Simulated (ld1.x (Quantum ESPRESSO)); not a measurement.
# What one change does to a pseudopotential (Rh (Z = 45), ultrasoft)

- Element: Rh
- Generator: ld1.x (Quantum ESPRESSO) 7.5
- Type: ultrasoft
- Functional: PBEsol
- Relativity: scalar-relativistic
- Frozen core: [Kr]
- Valence charge: 9
- Reference configuration: 4d8 5s1 5p0
- Partial waves: 5s (bound): rcut 2.60, rcutus 3.10 bohr; 5s channel at 0.3 Ry: rcut 2.60, rcutus 3.10 bohr; 5p (bound, empty): rcut 3.15, rcutus 3.45 bohr; 5p channel at 1.15 Ry: rcut 3.15, rcutus 3.45 bohr; 4d (bound): rcut 1.10, rcutus 1.35 bohr; 4d channel at 0.15 Ry: rcut 1.10, rcutus 1.35 bohr
- Local potential: all-electron potential smoothed inside 2.15 bohr (lloc = -2)
- Core correction: none
- Augmentation charge: PSQ, inside the norm-conserving radii

Change: all radii scaled by about 0.95 (s 2.94, p 3.28, d 1.28 bohr, rcut 2.46/2.98/1.04); local potential all-electron potential smoothed inside 2.04 bohr (lloc = -2).

Cutoffs: the cutoffs (Ry, on a coarse ladder) from which the occupation-weighted sum of valence levels, in a spherical-Bessel basis at the reference potential, stays within 10 and 1 mRy of its value at 400 Ry; they do not see the model core or the augmentation charge, which bear on the density cutoff. Errors are all-electron minus pseudo energies relative to the spin-unpolarised reference configuration.

Task: Predict the effect on cutoff, ghosts and configuration errors.

Result: The potential gets harder (55 Ry and 100 Ry → 60 Ry and 110 Ry); of the 7 tests that both files solve, the error grows in 1 and shrinks in 5 by more than 15 % and 0.3 meV (median size 12.5 → 6.6 meV); neither file shows a bound ghost. A smaller radius makes the pseudo-wave follow the all-electron one further in, where it bends more sharply, so more plane waves are needed.

| quantity | base | changed |
| --- | --- | --- |
| cutoff, loose | 55 Ry | 60 Ry |
| cutoff, tight | 100 Ry | 110 Ry |
| bound ghosts | none | none |
| error for 4d8 5s0 5p0, meV [ΔE 7.46 eV] | -4.9 | -0.3 |
| error for 4d7 5s0 5p0, meV [ΔE 26.97 eV] | +12 | +6.6 |
| error for 4d6 5s0 5p0, meV [ΔE 59.46 eV] | -82 | -105 |
| error for 4d8 5s0.5 5p0, meV [ΔE 2.93 eV] | -1.7 | -0.8 |
| error for 4d7 5s1 5p0, meV [ΔE 11.14 eV] | -36 | -34 |
| error for 4d8 5s0 5p1, meV [ΔE 3.66 eV] | -1.0 | +0.3 |
| error for 4d7 5s2 5p0, meV [ΔE 2.45 eV] | -61 | -48 |
| lowest overlap eigenvalue by channel | s 0.35, p 0.56, d 0.99 | s 0.36, p 0.55, d 0.98 |
